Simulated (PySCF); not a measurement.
# Basis and Hamiltonian dependence of the excitation energy of Zn

Zn [Ar] 3d10 4s2 (1S) → Zn [Ar] 3d10 4s1 5s1 (3S). All values are computed (PySCF 2.14, energy differences of UHF-based or UKS calculations, no spin-orbit coupling). Values in eV.

| basis | Hamiltonian | functions | UHF | r2SCAN | PBE0 | MP2 (valence) | CCSD(T) (valence) |
| --- | --- | --- | --- | --- | --- | --- | --- |
| aug-cc-pVDZ-PP with ECP10MDF | ECP | 54 | 5.351 | 6.832 | 6.547 | 6.535 | 6.660 |
| aug-cc-pVDZ-DK | spin-free X2C | 59 | 5.225 | 6.691 | 6.435 | 6.459 | 6.587 |
| aug-cc-pwCVDZ-PP with ECP10MDF | ECP | 70 | 5.253 | 6.686 | 6.406 | 6.411 | 6.544 |
| x2c-TZVPPall with one added diffuse shell each of s, p, d, f type | spin-free X2C | 80 | 5.254 | 6.676 | 6.436 | 6.503 | 6.628 |
| def2-QZVPPD | non-relativistic | 100 | 5.792 | 6.959 | 6.729 | 6.914 | n/a |
| dyall-av2z | non-relativistic | 101 | 5.085 | 6.481 | 6.255 | 6.239 | 6.402 |
| aug-cc-pVTZ-PP with one added diffuse shell each of s, p, d, f, g type with ECP10MDF | ECP | 113 | 5.232 | 6.689 | 6.396 | 6.541 | n/a |
| aug-cc-pwCVTZ-PP with ECP10MDF | ECP | 122 | 5.233 | 6.668 | 6.382 | 6.492 | n/a |
| aug-cc-pVQZ-PP with ECP10MDF | ECP | 135 | 5.248 | 6.707 | 6.412 | 6.561 | n/a |
| aug-cc-pVQZ-DK | spin-free X2C | 140 | 5.212 | 6.654 | 6.401 | 6.522 | n/a |

Frozen in the all-electron rows: valence: [Ar]; with a core potential, the same shells as far as they lie outside it.

At UHF, def2-QZVPPD, dyall-av2z lie more than 0.3 eV from the median of the rows with comparable relativity. Of these, def2-QZVPPD has no diffuse functions of the l that the added or promoted electron needs.

Non-relativistic rows lack the scalar-relativistic shift.

Reference for a calculation without spin-orbit coupling: 6.655 eV (measured, between term centres; NIST).
